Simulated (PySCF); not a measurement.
Species: C5H12BNO.
Cartesian coordinates in Å at the PBE0-D3(BJ)/def2-SVP level; atoms count from 1:
```xyz
20
C5H12BNO angstrom
B     -1.0989    2.0635    0.3413
O     -0.5389    0.5470    0.3763
C     -1.4890   -0.5230    0.2158
C     -0.6289   -1.7095   -0.1578
C      0.4334   -1.0676   -1.0468
C      0.6776    0.2711   -0.3716
C      1.8088    0.2916    0.6219
N      2.7257   -0.5783    0.5875
H     -0.1420    2.7386    0.6908
H     -1.4319    2.2366   -0.8282
H     -2.0244    2.0546    1.1362
H     -2.0363   -0.6141    1.1624
H     -2.1913   -0.2373   -0.5844
H     -1.2035   -2.4955   -0.6669
H     -0.1664   -2.1495    0.7393
H      1.3684   -1.6412   -1.0974
H      0.0471   -0.9150   -2.0652
H      0.8005    1.1017   -1.0853
H      1.7517    1.1268    1.3438
H      3.4194   -0.4039    1.3197
```

All values: PBE0/pcSseg-1 and B3LYP/def2-SVPD (PySCF, non-relativistic), on one gas-phase PBE0-D3(BJ)/def2-SVP geometry that isn't relaxed in the solvent. The solvent is an IEF-PCM continuum (cavity from Bondi-type radii × 1.2). Specific hydrogen bonds and non-electrostatic terms are outside this model.

Gas phase at PBE0/pcSseg-1: HOMO -7.61 eV, LUMO -0.77 eV, dipole 4.04 D.

Q: What does the continuum do to the energy, the frontier levels and the dipole at PBE0/pcSseg-1 in chloroform and acetone?

A: 
```csv
solvent,ε,E(solvent) − E(gas) (kcal/mol),polarisation term (kcal/mol),distortion of the solute (kcal/mol),HOMO (eV),LUMO (eV),dipole (D)
chloroform,4.711,-6.80,-7.42,0.62,-7.81,-0.57,4.52
acetone,20.49,-8.90,-9.97,1.07,-7.83,-0.53,4.63
```

Polarisation term: ½ Σ q·V over the induced surface charges. Distortion: the rise of the solute's own energy as its density leaves the gas-phase optimum. From chloroform to acetone the lowering changes by a factor 1.31, Onsager's factor (ε − 1)/(2ε + 1) by 1.30 and ε itself by 4.3.

Q: Which radius a makes the point-dipole formula ΔE = −[(ε − 1)/(2ε + 1)]·μ²/a³ give the value in acetone, with the gas-phase dipole?

A: μ = 1.590 au and |ΔE| = 0.01418 Eh give a = 2.31 Å; the farthest nucleus lies 3.67 Å from the centroid of the nuclei, so such a sphere wouldn't even hold the nuclei. The formula assumes a rigid point dipole at the centre of a sphere.

Q: Give the dipole vector in the frame of the coordinates (D, pointing from negative to positive charge), gas and acetone.

A: Gas (1.25, -3.84, -0.11), solvent (1.32, -4.44, -0.16). Its length changes by +15 % and its direction by 2°.

Q: Which Mulliken charges (PBE0/pcSseg-1) respond most in acetone (means over atoms taken as equivalent)?

A: 
| atoms | environment | gas (e) | solvent (e) | change |
| --- | --- | --- | --- | --- |
| N8 | imine nitrogen | -0.338 | -0.382 | -0.044 |
| H20 | N–H hydrogen | +0.180 | +0.203 | +0.023 |
| C7 | imine carbon | +0.103 | +0.124 | +0.021 |
| H9/H10/H11 | B–H hydrogen | -0.080 | -0.095 | -0.015 |
| H14 | methylene hydrogen | +0.146 | +0.160 | +0.014 |
| H16 | methylene hydrogen | +0.167 | +0.153 | -0.014 |

Q: How do the nuclear quadrupole coupling constants eQVzz/h respond in acetone?

A: 
```csv
nucleus,Q (barn),gas (MHz),solvent (MHz),η gas,η solvent
11B at B1,0.04059,3.40,3.17,0.05,0.04
17O at O2,-0.0256,12.36,12.29,0.59,0.53
14N at N8,0.02044,-4.74,-4.60,0.48,0.51
```

Gas phase at B3LYP/def2-SVPD: HOMO -7.45 eV, LUMO -1.16 eV, dipole 3.88 D.

Q: What does the continuum do to the energy, the frontier levels and the dipole at B3LYP/def2-SVPD in acetone?

A: 
```
solvent      ε  E(solvent) − E(gas) (kcal/mol)  polarisation term (kcal/mol)  distortion of the solute (kcal/mol)  HOMO (eV)  LUMO (eV)  dipole (D)
acetone  20.49                           -8.62                         -9.93                                 1.31      -7.62      -0.90        4.55
```

The atom shares or the degeneracy of the HOMO differ from the gas phase in acetone, so that column needn't follow one orbital.

Q: How does the static polarisability (B3LYP/def2-SVPD, frozen core, with the continuum's full static response) change?

A: 
```
 medium  isotropic (au)  principal values (au)  ⟨r²⟩ of the electrons (bohr²)
    gas            87.5       75.1, 88.1, 99.2                         1004.8
acetone           116.3    104.0, 115.3, 129.5                         1005.9
```

The isotropic value in acetone is 1.33 times the gas-phase one; no cavity-field correction is applied. ⟨r²⟩ is taken about the centre of nuclear charge.

Hardware: an Intel Xeon 6975P-C with one thread, on a shared host. Cost: 24 s, 1.1 GiB resident at most. This is the whole shielding run at PBE0/pcSseg-1 in acetone, SCF included.
